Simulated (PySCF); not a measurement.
## Working out the excitation energy of N

N [He] 2s2 2p3 (4S) → N [He] 2s1 2p4 (4P). Computed with PySCF 2.14 in aug-cc-pCVTZ-DK, with scalar relativity by spin-free X2C-1e. Frozen: 1s2. Energies in hartree (1 hartree = 27.21139 eV):

```csv
part,N (lower),N (upper)
UHF,-54.430433,-54.029412
CCSD correlation,-0.114980,-0.115169
(T),-0.002650,-0.005011
```

What does Hartree-Fock give?

(-54.029412) − (-54.430433) = 0.401021 hartree = 10.912 eV.

What do CCSD and CCSD(T) give?

The CCSD correlation energies differ by -0.000189 hartree = -0.005 eV and the triples by -0.002361 hartree = -0.064 eV, so CCSD gives 10.907 eV and CCSD(T) 10.843 eV.

Measured between the centres of the two terms (NIST): 10.927 eV, so CCSD(T) (valence) is off by -0.084 eV.

The coupled-cluster amplitudes are large, so a single reference is strained.

What remains against the reference includes basis incompleteness, the frozen core and higher excitations.
